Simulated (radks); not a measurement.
Question: The mean radii <r> (bohr) of the occupied orbitals of an atom or ion are listed with their occupations. Method: non-relativistic Kohn-Sham, PBE, spin-polarised, spherical densities, point nucleus; computed with a radial shooting solver on a logarithmic mesh with Libxc functionals.

| orbital | occ. | <r> |
|---|---|---|
| 1s up | 1 | 1.542 |

Name the element and its charge. Open shells, if any, are filled with parallel spins first.

Answer: Z = 1, hydrogen, charge 0: H in 1s1. The 1s radius gives Z: for a bare nucleus <r> = 1.5/Z, 1.5 bohr for Z = 1, and the self-interaction of the functional makes it slightly larger (1.542 here). The occupations add up to 1, and the charge is Z minus that.
